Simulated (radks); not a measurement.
Question: The table gives one normalised radial function P(r) = r R(r) of Tc2+ in [Kr] 4d5 (r in bohr). Method: non-relativistic Kohn-Sham, PBE, spin-polarised, spherical densities, point nucleus; open shells are filled with parallel spins first (spin-orbit coupling, left out, can overturn this in heavy ions); relativity is left out, which matters for an element this heavy; computed with a radial shooting solver on a logarithmic mesh with Libxc functionals.

r,P
0.003954,0.1034
0.005899,0.1412
0.008871,0.1845
0.01323,0.2212
0.0199,0.2294
0.02969,0.1725
0.04464,0.0128
0.0666,-0.2232
0.1002,-0.3892
0.1494,-0.2233
0.2247,0.3063
0.3352,0.6026
0.5041,0.0310
0.752,-0.8894
1.131,-1.0524
1.687,-0.5037
2.537,-0.0967
3.785,-0.0062
5.692,-0.0001

Which n and l does it have? It may be an empty orbital.

Answer: n = 4, l = 0: the number of nodes gives n - l - 1 = 3, the rise at small r (about r^(l+1)) gives l, and the extent must fit the shell. The curve is that of 4s up; the table hardly tells the two spins apart. 4s up: eigenvalue -86.579 eV, 3 radial nodes at r = 0.0457, 0.181, 0.511 bohr, <r> = 1.09 bohr, 90 % of the charge inside 1.58 bohr.
